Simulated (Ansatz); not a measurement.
Frontier orbitals of C$_{2}$H$_{4}$FNSi (`F[SiH]1C=NC1`).

Cartesian coordinates in Å:
```
F -1.736 -1.557 -0.331
Si -0.939 -0.176 -0.233
C -0.008 0.317 1.298
N 1.109 0.457 0.679
C 0.880 -0.083 -0.692
H -1.840 0.866 -0.792
H -0.105 0.604 2.344
H 1.408 -1.031 -0.807
H 1.233 0.603 -1.465
```

The species carries charge 0 and has multiplicity 1. All single points use the PBE0-D4/def2-TZVP geometry. Basis def2-TZVPP, the Gaussian-basis code of Ansatz.

Orbital energies of one run (eV). Highest occupied ones, from the top: -8.56, -10.52, -10.59, -12.37, -13.41, -14.03, -14.46, -14.85, -15.33, -16.74, -18.18, -21.18, -28.09, -34.82. Empty: 0.00, 1.52, 1.80, 2.70, 3.06, 3.49.

(1) Which functional gave them?
A. CAM-B3LYP
B. ωB97M-V
C. r2SCANh
D. LC-ωPBE

## Answers

(1) A. HOMO energies: CAM-B3LYP -8.56, ωB97M-V -9.45, r2SCANh -6.56, LC-ωPBE -9.88 eV.

LC-ωPBE has ω = 0.4 bohr⁻¹.
